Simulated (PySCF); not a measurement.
# Levels of Si(9+) from EOM-EA-GCCSD

Reference: closed-shell Si(10+), [He] 2s2; one electron is added. Calculated with PySCF 2.14, two-component X2C-1e with screened spin-orbit coupling, an even-tempered Gaussian basis (18 s from 0.3 bohr⁻², ratio 2.6; 11 p from 0.39 bohr⁻², ratio 2.6; 7 d from 0.4 bohr⁻², ratio 2.8; 4 f from 9.6 bohr⁻², ratio 2.8); frozen nothing; the 30 highest virtual spinors dropped; of the others 56 kept and the rest restored at second order. No Breit or QED terms. Binding energies in eV.

```tsv
level	Koopmans	second order	EOM-CCSD
2p1/2	401.25	402.30	401.61
2p3/2	400.32	401.38	400.72
3s1/2	174.39	175.40	175.62
3d3/2	155.19	155.50	155.64
3d5/2	155.14	155.44	155.57
```

Electric-dipole lines between these computed levels:

| lower | upper | ΔE (eV) | vacuum wavelength (nm) |
| --- | --- | --- | --- |
| 2p1/2 | 3s1/2 | 225.99 | 5.486 |
| 2p1/2 | 3d3/2 | 245.97 | 5.041 |
| 2p3/2 | 3s1/2 | 225.11 | 5.508 |
| 2p3/2 | 3d3/2 | 245.09 | 5.059 |
| 2p3/2 | 3d5/2 | 245.15 | 5.057 |

For comparison, the ionisation energy of Si(9+) is 401.38 eV (semi-empirical (NIST evaluation); NIST Atomic Spectra Database, ionization energies).

Only part of the computed levels is shown.

The screened spin-orbit operator tends to give fine-structure splittings of light species too large.
